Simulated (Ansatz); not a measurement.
```yaml
crystal:
  periodic: [false, false, false]
  atoms:
    - {symbol: O, position_ang: [-3.273590, 3.163388, -0.931837]}
    - {symbol: Si, position_ang: [-0.043887, 1.674966, -0.102176]}
    - {symbol: Si, position_ang: [-0.586804, -0.626850, 4.467876]}
    - {symbol: Si, position_ang: [1.529807, -1.704857, -3.680652]}
    - {symbol: H, position_ang: [-3.422439, 4.194749, -2.765035]}
    - {symbol: H, position_ang: [2.289612, 3.984586, 0.132812]}
    - {symbol: H, position_ang: [2.296144, -1.938213, 5.304918]}
    - {symbol: H, position_ang: [-2.809683, -3.021230, 4.289526]}
    - {symbol: H, position_ang: [-1.491765, 1.500102, 6.783947]}
    - {symbol: H, position_ang: [1.635361, -0.297067, -6.641166]}
    - {symbol: H, position_ang: [-0.488893, -4.276837, -3.845969]}
    - {symbol: H, position_ang: [4.535535, -2.774181, -2.937003]}
basis:
  gaussian: {orbitals: "6-31++G**"}
total_charge: 1
magnetization: {spin_polarized: true, initial_magnetization: 1}
hamiltonian: {xc: {name: SPW92}}
output: {forces: true}
```

```sh
$ ansatz run in.yaml --threads 4 --pin off --events-out ev --progress --plain --max-ram 10444MiB
```

Output, abridged:

```
Functional definition: SPW92
1357 factors; their error is unknown
mean field evaluation 1: about -25578.7162 eV, gradient 8.4e1 eV
mean field evaluation 2: about -25048.2282 eV, gradient 9.9e1 eV
mean field evaluation 4: about -25285.0846 eV, gradient 1.4e2 eV
mean field evaluation 8: about -25648.9791 eV, gradient 1.1e1 eV
mean field evaluation 16: about -25652.8425 eV, gradient 7.1e0 eV
mean field evaluation 32: about -25653.2186 eV, gradient 1.5e-2 eV
mean field evaluation 96: about -25653.0471 eV, gradient 1.6e-1 eV
mean field evaluation 160: about -25653.2521 eV, gradient 7.3e-9 eV
mean field -25653.25564573 eV, -942.7397565795 hartree, gradient 3.9e-8 eV, S^2 6.111626; 22 other end points of the search recorded, 0 dependent functions left out
reference -25653.25585113 eV, -942.7397641278 hartree; 29, 28 occupied and 107, 108 virtual orbitals, 1357 factors
Total energy: -25653.25585113 eV, -942.7397641278 hartree
Atom 0 at    -3.273590     3.163388    -0.931837 Å, force     0.465502     0.615126    -1.444289 eV/Å
Atom 1 at    -0.043887     1.674966    -0.102176 Å, force    -0.503303     0.281243    -0.138218 eV/Å
Atom 2 at    -0.586804    -0.626850     4.467876 Å, force     0.070285    -0.096994     0.376948 eV/Å
Atom 3 at     1.529807    -1.704857    -3.680652 Å, force    -0.143806    -0.216595    -0.403442 eV/Å
Atom 4 at    -3.422439     4.194749    -2.765035 Å, force     0.165958    -0.938261     1.641079 eV/Å
Atom 5 at     2.289612     3.984586     0.132812 Å, force    -0.079756    -0.078345    -0.000757 eV/Å
Atom 6 at     2.296144    -1.938213     5.304918 Å, force    -0.451220     0.194912    -0.156877 eV/Å
Atom 7 at    -2.809683    -3.021230     4.289526 Å, force     0.256280     0.278215     0.030691 eV/Å
Atom 8 at    -1.491765     1.500102     6.783947 Å, force     0.113010    -0.314807    -0.358040 eV/Å
Atom 9 at     1.635361    -0.297067    -6.641166 Å, force    -0.000977    -0.217528     0.472250 eV/Å
Atom 10 at    -0.488893    -4.276837    -3.845969 Å, force     0.338505     0.413272     0.040678 eV/Å
Atom 11 at     4.535535    -2.774181    -2.937003 Å, force    -0.230477     0.079763    -0.060023 eV/Å
Dipole moment:     0.963596    -0.387514    -0.172141 e Å
```

In this input the geometry is stretched to more than twice its size. The run converged. The result belongs to that input, not to the molecule as meant.
